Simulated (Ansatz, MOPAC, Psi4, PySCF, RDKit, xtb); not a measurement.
Two geometries of SMILES s1c(ccc1C=C)C=O (C7H6OS), relaxed at B3LYP-D3(BJ)/def2-SVP with one dihedral held; other torsions can differ between them too.

Structure A

```
15

C     -2.9725     0.9373     0.1343
C     -2.2067    -0.1653     0.1168
C     -0.7567    -0.2144     0.0215
C      0.0213    -1.3651     0.0183
C      1.4053    -1.0996    -0.0998
C      1.6870     0.2542    -0.1587
C      2.9925     0.8863    -0.3330
O      3.2169     2.0697    -0.1986
S      0.2333     1.2129    -0.1106
H     -4.0597     0.8669     0.2068
H     -2.5419     1.9416     0.0782
H     -2.6844    -1.1492     0.1787
H     -0.4110    -2.3639     0.0937
H      2.1818    -1.8657    -0.1366
H      3.8107     0.1568    -0.5676
```

Structure B

```
15

C     -2.9655     0.9314     0.1317
C     -2.2012    -0.1720     0.1537
C     -0.7565    -0.2390     0.0069
C      0.0265    -1.3776     0.0246
C      1.4158    -1.1125    -0.1219
C      1.6889     0.2261    -0.2888
C      3.0315     0.8809    -0.3510
O      3.7887     0.9296     0.5853
S      0.2373     1.1840    -0.2093
H     -4.0485     0.8708     0.2557
H     -2.5373     1.9284    -0.0093
H     -2.6772    -1.1483     0.2974
H     -0.3965    -2.3758     0.1480
H      2.1938    -1.8768    -0.1091
H      3.2802     1.3852    -1.3206
```

Problem. Which is lower in energy at the level CCSD(T) on RHF/cc-pVDZ, frozen core // B3LYP-D3(BJ)/def2-SVP (Ansatz, a program for electronic structure), and by how much?

Solution. A is lower, by 8.64 kcal/mol (dihedral S9–C6–C7–O8: 15° in A, 105° in B).

E(B) − E(A) in kcal/mol at the other levels, on the same two geometries: MMFF94 // B3LYP-D3(BJ)/def2-SVP (RDKit) 6.88; B3LYP/def2-TZVP // B3LYP-D3(BJ)/def2-SVP (Psi4) 9.85; B3LYP-D3(BJ)/def2-TZVP // B3LYP-D3(BJ)/def2-SVP (Psi4) 9.96; PBE/def2-TZVP // B3LYP-D3(BJ)/def2-SVP (Psi4) 10.32; PBE-D3(BJ)/def2-TZVP // B3LYP-D3(BJ)/def2-SVP (Psi4) 10.37; wB97X-D/def2-TZVP // B3LYP-D3(BJ)/def2-SVP (Psi4) 8.86; RHF/cc-pVDZ // B3LYP-D3(BJ)/def2-SVP (Ansatz) 8.81; MP2 on RHF/cc-pVDZ, frozen core // B3LYP-D3(BJ)/def2-SVP (Ansatz) 9.48; CCSD on RHF/cc-pVDZ, frozen core // B3LYP-D3(BJ)/def2-SVP (Ansatz) 8.17; RHF/cc-pVTZ // B3LYP-D3(BJ)/def2-SVP (Ansatz) 8.34; MP2 on RHF/cc-pVTZ, frozen core // B3LYP-D3(BJ)/def2-SVP (Ansatz) 9.23; UFF // B3LYP-D3(BJ)/def2-SVP (RDKit) 8.22; PM7, restricted, heats of formation // B3LYP-D3(BJ)/def2-SVP (MOPAC) 2.34; PM6, restricted, heats of formation // B3LYP-D3(BJ)/def2-SVP (MOPAC) 2.99; GFN1-xTB // B3LYP-D3(BJ)/def2-SVP (xtb) 6.75; restricted B3LYP/6-31G*, spherical d, density fitting // B3LYP-D3(BJ)/def2-SVP (PySCF) 10.79; restricted MP2 (frozen core)/6-31G*, spherical d // B3LYP-D3(BJ)/def2-SVP (PySCF) 9.57; restricted B3LYP/3-21G, density fitting // B3LYP-D3(BJ)/def2-SVP (PySCF) 12.29; restricted Hartree-Fock/STO-3G // B3LYP-D3(BJ)/def2-SVP (PySCF) 5.06.
